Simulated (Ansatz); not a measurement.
The cluster Sn2F. Total charge 0; doublet. Geometry r2SCAN-D4/def2-TZVP, that of the charge +1 singlet; atoms count from 1.

```xyz
3

Sn   -1.230   -0.711    0.679
Sn    0.535    0.468   -1.404
F     0.695    0.243    0.725
```

In the def2 sets Sn takes a core potential; there is no spin–orbit coupling. The structure comes from a short search, and lower isomers may exist.

(1) Estimate the Mulliken populations from the PBE0/def2-TZVP orbitals of Ansatz.

(2) Where does the spin sit?

(3) And the Mayer bond orders between bonded heavy atoms (over 0.3)?

Answers

(1) 
| atom | charge (e) | spin (α − β) |
| --- | --- | --- |
| Sn1 | 0.24 | 0.49 |
| Sn2 | 0.24 | 0.49 |
| F3 | -0.48 | 0.02 |
Mulliken values and Mayer orders depend strongly on the basis.

(2) Summed by element: Sn 0.98, F 0.02, of 1 unpaired in all. Largest on single atoms: Sn1 0.49, Sn2 0.49, F3 0.02.

(3) Sn1–Sn2 1.56 (2.97 Å); Sn1–F3 0.39 (2.15 Å); Sn2–F3 0.39 (2.15 Å).
